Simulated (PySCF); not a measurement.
C₄H₇F, SMILES C(/F)=C/CC.

Geometry: B3LYP-D3(BJ)/def2-SVP. Other conformers were not sampled.

Level of theory: TDA-PBE/def2-SVPD in PySCF.

Vertical excitations. 

| state | energy (eV) | λ (nm) | f | main pairs |
|---|---|---|---|---|
| S1 | 6.18 | 201 | 0.036 | HOMO→LUMO+1 90 % |
| S2 | 6.80 | 182 | 0.058 | HOMO→LUMO+2 86 % |
| S3 | 7.06 | 176 | 0.016 | HOMO→LUMO+3 97 % |
| S4 | 7.40 | 168 | 0.025 | HOMO→LUMO+4 92 % |
| S5 | 7.57 | 164 | 0.143 | HOMO−1→LUMO 55 %, HOMO→LUMO 20 % |
| S6 | 7.71 | 161 | 0.127 | HOMO−1→LUMO 40 %, HOMO→LUMO 18 %, HOMO→LUMO+5 15 %, HOMO−2→LUMO 13 % |
| S7 | 7.83 | 158 | 0.061 | HOMO−2→LUMO 82 % |
| S8 | 8.07 | 154 | 0.077 | HOMO→LUMO+5 69 %, HOMO→LUMO 11 % |
| S9 | 8.36 | 148 | 0.019 | HOMO→LUMO+6 91 % |
| S10 | 8.38 | 148 | 0.006 | HOMO−1→LUMO+1 85 % |
| T1 | 4.47 | 278 | 0 | HOMO→LUMO 97 % |
| T2 | 6.06 | 205 | 0 | HOMO→LUMO+1 98 % |
| T3 | 6.75 | 184 | 0 | HOMO→LUMO+2 99 % |
| T4 | 6.97 | 178 | 0 | HOMO→LUMO+3 99 % |
Triplets are in the Tamm–Dancoff approximation.
